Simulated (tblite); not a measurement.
Run record: tight-binding relaxation, `c1c(cccc1F)B(O)[O]` [radical].

Computed with GFN2-xTB geometry optimisation, gas phase (tblite 0.8.0). Start geometry: from a force field or distance geometry. The command runs a driver script over a list of jobs; the input below is this job's line of settings and its coordinates in Å.

Command:
```bash
OMP_NUM_THREADS=1 python probes_run.py task.json out
```

Input:
```
{"job": {"kind": "relax", "xc": "GFN2-xTB", "basis": "xTB"}, "charge": 0, "multiplicity": 2}
O      2.661500    -1.750600     0.691100
B      2.135000    -0.413200     0.360800
O      3.074600     0.708400     0.318000
C      0.606200    -0.199800     0.065000
C     -0.282300    -1.296700     0.130100
C     -1.646500    -1.106000    -0.143600
C     -2.123500     0.170900    -0.458300
C     -1.241100     1.259600    -0.501100
F     -1.712100     2.486600    -0.808700
C      0.110200     1.069200    -0.238100
H      3.070600     1.074000     1.234300
H      0.068400    -2.293400     0.365700
H     -2.327000    -1.944900    -0.091900
H     -3.173500     0.310100    -0.660700
H      0.775200     1.933800    -0.284600
```

Output:
```
step      E/eV     max force
  0    -800.80590    5.993
  1    -801.75469    3.311
  2    -801.27432   14.291
  3    -801.99242    1.595
  4    -802.03694    0.884
  5    -802.07958    0.852
  6    -802.09407    0.737
  7    -802.10718    0.301
  8    -802.11076    0.239
  9    -802.11917    0.455
... (130 lines left out)
140    -802.38876    0.071
141    -802.38882    0.041
142    -802.38890    0.024
143    -802.38894    0.015
144    -802.38898    0.019
145    -802.38900    0.011
146    -802.38902    0.024
147    -802.38904    0.013
148    -802.38906    0.011
149    -802.38907    0.009
```

«max force» is the largest atomic force in eV/Å.

From which step on does the largest force stay under 0.1 eV/Å, and how much energy is left to gain from there?

From step 138 (0.018 eV/Å), 0.5 meV above the end.

In short: energy lowered by 36.5 kcal/mol over 149 steps; largest atomic force 0.009 eV/Å at the end.

Where do the atoms end?

0.702 Å rms from the input after alignment:
```
atom  x, y, z in Å
O1     2.8119   -0.7620   -0.6840
B2     2.2366   -0.2442    0.3028
O3     2.4936    0.2477    1.5395
C4     0.5699   -0.1181   -0.0230
C5    -0.2539   -1.1719    0.3028
C6    -1.6223   -1.0263    0.1108
C7    -2.1398    0.1422   -0.4177
C8    -1.2717    1.1666   -0.7495
F9    -1.7621    2.3071   -1.2662
C10    0.0999    1.0519   -0.5707
H11    3.4174    0.2094    1.7878
H12    0.1481   -2.0869    0.7059
H13   -2.2837   -1.8381    0.3726
H14   -3.1984    0.2653   -0.5847
H15    0.7502    1.8652   -0.8484
```

Time: 0.97 s. Hardware: an Arm Neoverse V1 with one thread, no GPU, shared host.
Labels such as C1 count atoms from 1, the log's own numbers from 0.
